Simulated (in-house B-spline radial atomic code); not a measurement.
Functionals against NIST's ionisation energies along a row: Zr to Cd

Ionisation energies as differences of self-consistent total energies from a B-spline radial code for spherical atoms: all electrons, radial basis limit, scalar-relativistic (one-electron X2C), spin-polarised at highest spin, spherical densities; exact exchange is averaged over the determinants of each configuration. No spin-orbit coupling, Breit or QED terms. NIST's values run from ground level to ground level, so in open shells the differences also hold multiplet and fine-structure energies that spherical high-spin averages miss. Columns give computed minus NIST, in eV; a star marks a semi-empirical value. Species are left out where the tabulated value is theory, is uncertain by more than 0.12 eV, or (13 ions, such as In⁴⁺, Te⁴⁺ and Bi⁴⁺) lies off its series for all methods alike, which flatters the means a little.

| species | shell | NIST (eV) | Hartree-Fock | LDA exchange-only | B3LYP | AM05 |
| --- | --- | --- | --- | --- | --- | --- |
| Zr | 5s | 6.63 | -1.43 | -1.26 | -0.02 | -0.28 |
| Nb | 5s | 6.76 | -0.76 | +0.19 | +0.20 | +0.44 |
| Mo | 5s | 7.09 | -0.84 | +0.15 | +0.14 | +0.41 |
| Tc | 5s | 7.12 | -1.58 | -1.40 | +0.12 | -0.24 |
| Ru | 5s | 7.36 | -1.06 | -0.02 | +0.26 | +0.40 |
| Rh | 5s | 7.46 | -1.14 | -0.10 | +0.28 | +0.36 |
| Pd | 4d | 8.34 | -1.91 | -0.40 | +0.41 | +0.60 |
| Ag | 5s | 7.58 | -1.22 | -0.19 | +0.32 | +0.33 |
| Cd | 5s | 8.99 | -1.66 | -0.79 | +0.09 | 0.00 |

Task: How do the methods rank, and which species is hardest?

Result: Mean absolute (signed) differences: B3LYP 0.20 (+0.20) eV; AM05 0.34 (+0.22) eV; LDA exchange-only 0.50 (-0.43) eV; Hartree-Fock 1.29 (-1.29) eV. For Pd, which loses a 4d electron, the nearest method is off by -0.40 eV, the largest such miss. Hartree-Fock comes too low mainly by the correlation energy of the removed electron.
